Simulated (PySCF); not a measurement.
Computed properties of Al(Br)(NH2)(NMe2) (C₂H₈AlBrN₂), SMILES C[N](C)[Al]([NH2])[Br]

Al(Br)(NH2)(NMe2) (C₂H₈AlBrN₂), SMILES [Br][Al]([N](C)C)[NH2]. Geometry optimised at ωB97X-D3(BJ)/def2-SVP. Other conformers were not sampled. All values are computed for the isolated molecule unless a solvent is named; none is compared with measurement here.

**Structure.** All 36 harmonic modes at ωB97X-D3(BJ)/def2-SVP (PySCF) are real, so it is a minimum. With heavy atoms numbered as in [Al:1]([Br:2])([NH2:3])[N:6]([CH3:7])[CH3:8], the shortest bond between them is N6–C8 at 1.449 Å and the longest Al1–Br2 at 2.255 Å.

**Vibrations.** The strongest infrared lines (harmonic, unscaled, degenerate partners summed) lie at 397 cm⁻¹ (195 km/mol, H 79 %, N 20 %), 711 cm⁻¹ (188 km/mol, H 37 %, Al 35 %, N 14 %, C 13 %), 1044 cm⁻¹ (139 km/mol, H 41 %, C 35 %, N 20 %). The softest mode is at 38 cm⁻¹ and the zero-point energy is 69.0 kcal/mol.

**Electronic structure.** r2SCAN/def2-TZVP (PySCF) places the frontier levels at -5.33 and -0.52 eV, a gap of 4.81 eV, and gives a dipole moment of 2.36 D and a mean polarisability of 85.3 bohr³.

**Excitations.** TDA-CAM-B3LYP/def2-SVPD (PySCF) has S1 at 5.11 eV (243 nm, f = 0.000, dark); the most intense of the 6 singlets computed lies at 6.36 eV (f = 0.18). T1 (TDA) is at 4.88 eV, 0.23 eV under S1. No vertical singlet excitation falls in the visible range (under 3.1 eV).

**NMR.** GIAO shifts at HF/pcSseg-1 (PySCF) (non-relativistic, atoms alike by connectivity averaged): ¹³C at 38.8 ppm against TMS; ¹H from 0.8 to 2.7 ppm against TMS. Without spin–orbit terms, shifts of atoms bonded to Cl or Br come out too high.
